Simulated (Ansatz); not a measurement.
AgF, SMILES [F][Ag] (connectivity only; charge and spin as stated), charge -1, multiplicity 2.

Coordinates come from a r2SCAN-D4/def2-TZVPD optimisation. The multiplicity is an assumed one; other spin states were not compared. The def2 effective core potentials stand for the cores of Ag; spin–orbit coupling is left out.

Two levels are set side by side: PBE/def2-TZVPD (Ansatz, a first-principles code) and CAM-B3LYP/def2-TZVPD (Ansatz). Energy differences of separate SCF runs at the same geometry; the states with an electron removed or added have multiplicity 1. Differences are taken from unrounded values.

| quantity | CAM-B3LYP |
|---|---|
| vertical ionisation energy (eV) | 1.62 |

What does PBE give, and how far is it from CAM-B3LYP? (Estimate from the structure and the level; the computed values follow.)


```csv
quantity,PBE,PBE minus CAM-B3LYP
vertical ionisation energy (eV),1.61,-0.01
```

On these quantities the two levels nearly agree.
